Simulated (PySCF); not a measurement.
# Spin–spin coupling constants

Geometry:
```
atom   x (Å)   y (Å)   z (Å)
  C1  -0.811   0.433  -1.270
  N2  -0.679  -0.326  -0.054
  C3  -0.954  -1.730  -0.226
 Ge4   0.742   0.123   1.043
  B5   2.581  -0.192   0.102
  O6   2.609  -1.173  -0.831
  O7   3.724   0.515   0.331
  H8  -0.655   1.507  -1.076
  H9  -0.101   0.128  -2.071
 H10  -1.831   0.325  -1.683
 H11  -0.883  -2.260   0.737
 H12  -1.985  -1.874  -0.602
 H13  -0.270  -2.239  -0.940
 H14   0.578  -0.740   2.314
 H15   0.548   1.610   1.434
 H16   3.482  -1.254  -1.239
 H17   3.622   1.211   0.985
```

Indirect spin–spin couplings were computed at B3LYP/pcJ-1 (pcSseg-1 on Ge) (spin–dipole term only in couplings to heteroatoms) (PySCF 2.14) on a PBE0-D3(BJ)/def2-SVP structure, for the isolated molecule, without vibrational or relativistic corrections. Couplings are averaged over pairs made equivalent by symmetry, fast rotation or ring inversion, so a value needn't be that of the named pair in this geometry, while other rotamers aren't included; one pair stands for each set, and the list holds those of at least 0.8 Hz over up to four bonds, among pairs with at least one C or N or B or H atom (others weren't computed).

Isotopes: ¹³C, ¹H, ¹⁷O, ¹⁵N, ¹¹B. Couplings to quadrupolar nuclei such as 17O and 33S are rarely resolved in practice.

```tsv
pair	bonds	J (Hz)
C1, N2	1	-6.0
C1, H8	1	138.1
B5, O6	1	1.1
O6, H16	1	-80.8
N2, H8	2	?
N2, H14	2	-7.1
B5, H14	2	17.6
B5, H16	2	-4.7
H8, H9	2	-12.2
H14, H15	2	?
C1, H11	3	6.1
C1, H14	3	?
O6, H14	3	?
O6, H17	3	-2.5
H14, H17	4	?
```

**Question.** Estimate the withheld couplings, with signs.

**Answer.** 
- ²J(N2,H8) = -1.7 Hz (mean over equivalent pairs that range from -3.0 to 0.1 Hz in this conformer)
- ²J(H14,H15) = 4.0 Hz (angle at Ge4 108°)
- ³J(C1,H14) = 3.6 Hz (mean over equivalent pairs that range from 0.1 to 7.1 Hz in this conformer)
- ³J(O6,H14) = -2.9 Hz (mean over equivalent pairs that range from -9.9 to 0.5 Hz in this conformer)
- ⁴J(H14,H17) = 0.9 Hz (mean over equivalent pairs that range from -0.7 to 3.7 Hz in this conformer)

Relativistic effects of the heavier atoms present are left out.
